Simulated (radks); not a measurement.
The numbers below are computed, except where a source is named.
Charge is removed step by step from the 2p down level of P+, starting from [He] 2s2 2p(up 3, down 3) 3s2 3p2. Level of theory: non-relativistic Kohn-Sham, BLYP, spin-polarised, spherical densities, point nucleus; open shells are filled with parallel spins first (a radial shooting solver on a logarithmic mesh with Libxc functionals).

removed (e)  E - E(0) (eV)  eigenvalue (eV)  E minus straight line (eV)
0                    0.000          -134.77                       0.000
0.1                 13.636          -137.96                      -1.483
0.2                 27.594          -141.19                      -2.645
0.3                 41.875          -144.45                      -3.483
0.4                 56.484          -147.74                      -3.993
0.5                 71.424          -151.07                      -4.173
0.6                 86.698          -154.42                      -4.018
0.7                 102.31          -157.81                      -3.527
0.8                 118.26          -161.22                      -2.695
0.9                 134.55          -164.66                      -1.520
1                   151.19          -168.14                       0.000

Removing the whole electron costs 151.19 eV by Delta-SCF, against 134.77 eV from minus the eigenvalue at the starting occupation. Slater's transition state (half an electron removed) gives 151.07 eV. Integrating minus the eigenvalue over the occupation (Janak's theorem) gives 151.19 eV. The mean slope of the eigenvalue, de/dn, is 33.4 eV per electron.
